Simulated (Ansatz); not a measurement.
Program: Ansatz. Geometries: PBE0-D4/def2-TZVP. ΔE: electronic, gas phase. CBS: MP2 limit from def2 TZ/QZ plus the TZ coupled-cluster correction, frozen cores. Functionals use def2-TZVPP. For Ge outer-core shells are correlated without core-valence functions, which leaves a few kJ/mol of doubt a bond. Scalar relativity is left out up to krypton. One conformer a species, not always the lowest.

Consider the ligand exchange at the Si–O bond: `C[SiH](O)O[SiH2]O` + `[OH][GeH2][OH]` → `C[SiH](O)[O][GeH2][OH]` + `O[SiH2]O`.

`C[SiH](O)O[SiH2]O`:

Z-matrix (Å, degrees):
```
C
Si 1 1.845
H 1 1.093 2 110.6
H 1 1.093 2 110.5 3 -119.9
H 1 1.092 2 110.6 3 120.2
O 2 1.642 1 107.9 3 -179.0
O 2 1.649 1 110.4 3 -59.1
H 2 1.487 1 111.9 3 59.1
H 6 0.961 2 116.3 1 167.4
Si 7 1.628 2 134.0 1 -135.9
O 10 1.653 7 110.3 2 -26.7
H 10 1.483 7 108.3 2 -147.1
H 10 1.478 7 110.2 2 89.9
H 11 0.958 10 117.4 7 -91.9
```

`[OH][GeH2][OH]`:

```xyz
7

O     0.464    0.504    1.405
Ge    0.251    0.261   -0.341
O    -0.090   -1.442   -0.703
H    -0.349    0.733    1.859
H    -0.923    1.140   -0.820
H     1.603    0.536   -0.989
H    -0.956   -1.731   -0.410
```

`C[SiH](O)[O][GeH2][OH]`:

Z-matrix (Å, degrees):
```
C
Si 1 1.848
H 1 1.092 2 111.1
H 1 1.093 2 109.9 3 119.9
H 1 1.092 2 110.7 3 -120.6
O 2 1.663 1 106.4 3 -63.0
O 2 1.634 1 111.7 3 177.5
H 2 1.486 1 113.1 3 56.6
H 6 0.958 2 116.8 1 151.9
Ge 7 1.778 2 126.8 1 83.4
O 10 1.770 7 107.9 2 -15.4
H 10 1.529 7 108.9 2 -130.8
H 10 1.538 7 106.8 2 104.7
H 11 0.964 10 110.6 7 50.0
```

`O[SiH2]O`:

```xyz
7

O    -1.393   -0.236    0.329
Si    0.112    0.393    0.142
O     1.151   -0.614   -0.634
H    -1.913   -0.390   -0.461
H     0.091    1.605   -0.710
H     0.557    0.670    1.527
H     1.396   -1.428   -0.192
```

Q: Is it downhill or uphill in electronic energy at CCSD(T)/CBS, and by how much? (Estimate.)

A: Computed: Downhill: ΔE = -5.4 kJ/mol.

Q: What do these levels give: PBE-D4, PBE0-D4, ωB97M-V, B2PLYP, MP2/def2-QZVPP, CCSD/CBS(def2)? (Best estimate.)

A: Ansatz gave: PBE-D4 -5.6, PBE0-D4 -5.5, ωB97M-V -6.3, B2PLYP -4.2, MP2/def2-QZVPP -5.9, CCSD/CBS(def2) -4.3 kJ/mol.

Largest T1 diagnostic among the species: 0.012.

In def2-TZVPP, CCSD(T) changes the Hartree–Fock value by −5.7 kJ/mol (the triples alone add −1.1 kJ/mol) and MP2 by −6.0 kJ/mol.
